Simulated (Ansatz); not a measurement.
Reaction (formal exchange of groups at the Sn–C bond): `C[CH2][Sn][CH3]` + `CC` → `C[CH2][Sn][CH2]C` + CH₄

Program: Ansatz. Geometries: PBE0-D4/def2-TZVP. ΔE: electronic, gas phase. CBS: MP2 limit from def2 TZ/QZ plus the TZ coupled-cluster correction, frozen cores. This one scheme is used for every species. Elements past krypton have def2 core potentials. For Sn outer-core shells are correlated without core-valence functions, which leaves a few kJ/mol of doubt a bond. Each species was taken in one conformer, which may not be the lowest.

| species | MP2/def2-TZVPP energy (Eh) |
| --- | --- |
| `C[CH2][Sn][CH3]` | -332.48231 |
| `CC` | -79.63077 |
| `C[CH2][Sn][CH2]C` | -371.70064 |
| CH₄ | -40.41206 |

Q: Work out ΔE.

A: ΔE = (-371.70064) + (-40.41206) − (-332.48231) − (-79.63077) = 0.00038 Eh = +1.0 kJ/mol. CCSD(T)/CBS gives +3.0 kJ/mol.

Largest T1 diagnostic among the species: 0.013.

The D4 term adds −7.5 kJ/mol with B3LYP and −4.4 kJ/mol with PBE0; it sums over pairs of atoms, weighted by their polarisabilities, and B3LYP, whose exchange is more repulsive, gets the larger term. In def2-TZVPP, CCSD(T) changes the Hartree–Fock value by −11.8 kJ/mol (the triples alone add −2.0 kJ/mol) and MP2 by −14.0 kJ/mol. Leaving LDA and LC-ωPBE aside and taking each functional with its dispersion term where it has one, the values, not all of them listed here, spread over 5.6 kJ/mol, from revPBE-D4 to B2PLYP. LDA lies −3.5 kJ/mol from PBE without D4.

B3LYP here is the variant with VWN-RPA as its local correlation; programs differ in this.
